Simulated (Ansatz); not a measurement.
System: sum formula H5SiNO3, charge 0, multiplicity 1. 
Structure (B3LYP-D3(BJ)/def2-TZVP (Ansatz, a program for electronic structure) minimum search):
```xyz
10

Si    -0.0048     0.0074     0.0035
O      1.4386    -0.2953    -0.7280
O      0.4306     0.6652     1.4469
O     -0.9752     1.0917    -0.7501
N     -0.9298    -1.4195     0.0130
H      1.4035    -0.7748    -1.5595
H      1.3485     0.5544     1.7065
H     -0.8361     2.0132    -0.5184
H     -0.5611    -2.2830     0.3758
H     -1.9314    -1.3700     0.1050
```

Total electronic energies in hartree. Correlated levels leave the core frozen unless marked. No spin-orbit coupling. Non-relativistic. CBS marks a two-point X^-3 extrapolation of the correlation energy; Hartree-Fock from the larger set. [CCSD(T)-MP2]/basis is that difference in the basis named.

```csv
level,program,energy (Eh)
HF/STO-3G,Ansatz,-563.85024
HF/cc-pVTZ,Ansatz,-571.22302
BLYP-D4/def2-TZVPD,Ansatz + dftd4,___
r2SCANh/def2-TZVPD,Ansatz,___
LC-wPBE-D4/def2-TZVPD,Ansatz + dftd4,-573.02946
B2GP-PLYP-D3(BJ)/def2-TZVPD,Ansatz + dftd3,-572.88387
MP2/aug-cc-pV(T+d)Z,Ansatz,-572.31920
CCSD(T)/cc-pV(T+d)Z,Ansatz,-572.34132
"RI-MP2/CBS(aug-cc-pV(T+d)Z,aug-cc-pV(Q+d)Z)+[CCSD(T)-MP2]/aug-cc-pV(T+d)Z",Ansatz,-572.5203
```

**Question.** Complete the blanks.

**Answer.** 
- BLYP-D4/def2-TZVPD, energy (Eh): -573.22748
- r2SCANh/def2-TZVPD, energy (Eh): -573.08998
